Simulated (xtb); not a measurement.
Se(NH2)2 (H4N2Se), SMILES N[Se]N. All values are semi-empirical tight-binding results from xtb (GFN2-xTB unless named), good for trends rather than for accurate numbers. Geometry optimised at GFN2-xTB. One conformer was computed; it need not be the lowest.

Optimised geometry:

Bonded distances (Å): Se1–N2 1.841, Se1–N5 1.841, N2–H3 1.014, N2–H4 1.014, N5–H6 1.014, N5–H7 1.014. Angles (°): N2–Se1–N5 106.1, Se1–N2–H3 113.7, Se1–N2–H4 113.7, H3–N2–H4 110.2, Se1–N5–H6 113.7, Se1–N5–H7 113.7, H6–N5–H7 110.2.
Charge 0, spin multiplicity 1.

| Quantity | Value |
|---|---|
| point group as xtb finds it | C2v |
| orbital gap | 4.33 eV |
| zero-point energy | 30.6 kcal/mol |
| G − E(el) at 298.15 K (modified RRHO) | 13.6 kcal/mol |
| static polarisability (D4 model) | 49.7 bohr³ |
| solvation energy, GFN2-xTB/ALPB(water) | -6.3 kcal/mol |
| solvation energy, GFN2-xTB/ALPB(dmso) | -7.1 kcal/mol |

Question: Give the atomic charges and the Wiberg bond orders between heavy atoms. (An estimate is asked for; the answer gives what the named calculation found.)

Answer: charges (e) Se1 -0.03, N2 -0.31, H3 0.16, H4 0.16, N5 -0.31, H6 0.16, H7 0.16. Bond orders Se1–N2 1.20, Se1–N5 1.20.
